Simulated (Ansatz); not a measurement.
Energy difference R1 → 2 P1 + P2, each structure at its B3LYP-D3(BJ)/def2-TZVP stationary point, reached from a drawn start (curvature not checked).
R1: SO2 (SMILES O=[S+][O-]), charge 0, multiplicity 1.
P1: O atom, charge 0, multiplicity 3.
P2: S atom, charge 0, multiplicity 3.

P less R. No zero-point or thermal terms; singlets are restricted closed shells; open shells are unrestricted; no spin–orbit coupling.

Correlated levels freeze the cores.

Programs: Ansatz (a first-principles code) with Gaussian orbitals. All values are computed, each at the level named.

PBE/def2-TZVPP gives 278.37 kcal/mol for the reaction energy.

Problem. Where do these levels fall relative to PBE: r2SCAN/def2-TZVPP, PBE0/def2-TZVPP, wB97M-V/def2-TZVPP, B2PLYP/def2-TZVPP, MP2/cc-pV(Q+d)Z, CCSD(T)/cc-pV(Q+d)Z.

Solution. r2SCAN/def2-TZVPP -18.33; PBE0/def2-TZVPP -27.27; wB97M-V/def2-TZVPP -21.68; B2PLYP/def2-TZVPP -25.87; MP2/cc-pV(Q+d)Z -1.60; CCSD(T)/cc-pV(Q+d)Z -27.03 kcal/mol. 0 of 6 lie above PBE; the widest gap is to PBE0/def2-TZVPP.
